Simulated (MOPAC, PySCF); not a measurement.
C₂H₅B, SMILES `BC=C` (H–B–C–C torsion 180°), neutral singlet in the gas phase. 

Z-matrix (Å, degrees):
```
C
C 1 1.3411
H 2 1.0850 1 120.89
H 2 1.0857 3 116.26 1 -179.97
H 1 1.0876 2 117.47 3 -179.98
B 1 1.5350 5 121.19 2 -179.99
H 6 1.1926 1 121.65 5 -0.09
H 6 1.1941 7 119.28 1 179.99
```
Charge 0, multiplicity 1.

All levels are single points at this geometry (B3LYP-D3(BJ)/def2-TZVP); Pople sets use spherical d functions. Orbital energies aren't observables, and empty levels follow the basis.

TPSSh-D3(BJ)/def2-TZVP in PySCF gives HOMO (eV) = -7.83.

### Question
Estimate the HOMO (eV) from each of these levels: PBE/6-31G* in PySCF; HF/3-21G in PySCF; HF/6-31G* in PySCF; HF/STO-3G in PySCF; PM7 in MOPAC.

### Answer

```
level                HOMO (eV)
-------------------  ---------
PBE/6-31G* in PySCF      -7.16
HF/3-21G in PySCF       -10.65
HF/6-31G* in PySCF      -10.47
HF/STO-3G in PySCF       -9.11
PM7 in MOPAC            -10.89
```
